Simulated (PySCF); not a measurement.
SMILES Oc1ccc(-c2ccco2)cc1 (C10H8O2), GFN2-xTB optimised geometry.

```
20

O     -2.35    -3.61     0.00
C     -1.62    -2.46     0.00
C     -2.31    -1.25     0.00
C     -1.61    -0.06     0.00
C     -0.21    -0.05     0.00
C      0.53     1.20     0.00
C      0.11     2.51    -0.03
C      1.28     3.30    -0.01
C      2.32     2.43     0.03
O      1.88     1.16     0.04
C      0.46    -1.27     0.00
C     -0.23    -2.46     0.00
H     -1.76    -4.37     0.00
H     -3.39    -1.26     0.00
H     -2.15     0.88     0.00
H     -0.89     2.87    -0.07
H      1.34     4.37    -0.03
H      3.39     2.57     0.06
H      1.54    -1.27     0.00
H      0.30    -3.40     0.00
```

Density from B3LYP/def2-SVP (PySCF) at that geometry.

Minimum of the electron density along straight lines between bonded atoms, close to the bond critical point (lines longer than 1.1 times the sum of covalent radii, or with two minima, are not listed):

| bond | length / Å | ρ at the minimum / e bohr⁻³ | ∇²ρ there / e bohr⁻⁵ | position (fraction from the first atom) |
|---|---|---|---|---|
| O1–C2 | 1.360 | 0.287 | -0.32 | 0.67 |
| C2–C3 | 1.393 | 0.313 | -0.82 | 0.52 |
| C3–C4 | 1.377 | 0.316 | -0.81 | 0.50 |
| C4–C5 | 1.397 | 0.307 | -0.77 | 0.50 |
| C5–C6 | 1.449 | 0.281 | -0.70 | 0.48 |
| C6–C7 | 1.374 | 0.321 | -0.81 | 0.52 |
| C7–C8 | 1.412 | 0.295 | -0.71 | 0.50 |
| C8–C9 | 1.361 | 0.328 | -0.85 | 0.48 |
| C6–O10 | 1.355 | 0.283 | -0.04 | 0.33 |
| C9–O10 | 1.341 | 0.290 | 0.08 | 0.33 |
| C5–C11 | 1.395 | 0.308 | -0.77 | 0.50 |
| C2–C12 | 1.390 | 0.314 | -0.81 | 0.52 |
| C11–C12 | 1.380 | 0.315 | -0.81 | 0.50 |
| O1–H13 | 0.965 | 0.356 | -2.28 | 0.81 |
| C3–H14 | 1.078 | 0.284 | -1.08 | 0.63 |
| C4–H15 | 1.078 | 0.286 | -1.09 | 0.63 |
| C7–H16 | 1.070 | 0.286 | -1.10 | 0.63 |
| C8–H17 | 1.071 | 0.286 | -1.11 | 0.63 |
| C9–H18 | 1.072 | 0.291 | -1.17 | 0.65 |
| C11–H19 | 1.079 | 0.286 | -1.11 | 0.64 |
| C12–H20 | 1.083 | 0.280 | -1.03 | 0.62 |
